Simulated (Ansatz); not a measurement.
`C[SiH](F)[SiH3]` + `BBO` → `BBO[SiH](C)F` + SiH₄ at 400 K and 1 bar (cleavage of the Si–Si bond).

Isolated molecules relaxed with PBE0-D4/def2-TZVP in Ansatz; ΔE leaves out vibrations. CCSD(T)/CBS is the MP2 limit (def2-TZVPP, def2-QZVPP) plus CCSD(T) − MP2 in def2-TZVPP, frozen cores. This one scheme is used for every species. One conformer a species, not always the lowest.

```tsv
species	CCSD(T)/CBS energy (Eh)	H − E (kJ/mol)	S (J/(mol·K))
`C[SiH](F)[SiH3]`	-720.28056	226.4	386.5
`BBO`	-127.16606	145.0	290.9
`BBO[SiH](C)F`	-556.02948	267.3	435.5
SiH₄	-291.46306	96.9	218.6
```

H − E and S are ideal-gas, rigid-rotor, harmonic terms from PBE0-D4/def2-TZVP, for one conformer and one mirror image of each species. 1 Eh = 2625.50 kJ/mol, R = 8.31446 J/(mol·K).

Task: By hand: ΔE, ΔH, ΔS and ΔG.

Result: ΔE = (-556.02948) + (-291.46306) − (-720.28056) − (-127.16606) = -0.04592 Eh = -120.6 kJ/mol. Δ(H − E) = 267.3 + 96.9 − 226.4 − 145.0 = -7.2, so ΔH = -127.8 kJ/mol. ΔS = 435.5 + 218.6 − 386.5 − 290.9 = -23.3 J/(mol·K). ΔG = -127.8 − 400 × (-23.3)/1000 = -118.5 kJ/mol.

Task: By hand: the equilibrium constant, and the temperature at which ΔG would vanish if ΔH and ΔS stayed fixed.

Result: log₁₀ K = −ΔG/(RT ln 10) = 15.5. ΔG = 0 at ΔH/ΔS = 5485 K, far beyond where these terms or the molecules hold.

ΔH outweighs TΔS. A doubt of 5 kJ/mol in ΔE shifts log₁₀ K by 0.7 here. Other conformers and mirror images would add mixing entropy, several J/(mol·K) or more a flexible species. Modes under 60 cm⁻¹, often nearly free rotors, make the harmonic entropy too high. These are equilibria of isolated gas molecules and say nothing of rates. Largest T1 diagnostic: 0.013 (customary marks: 0.02 for closed shells, 0.045 for open ones).
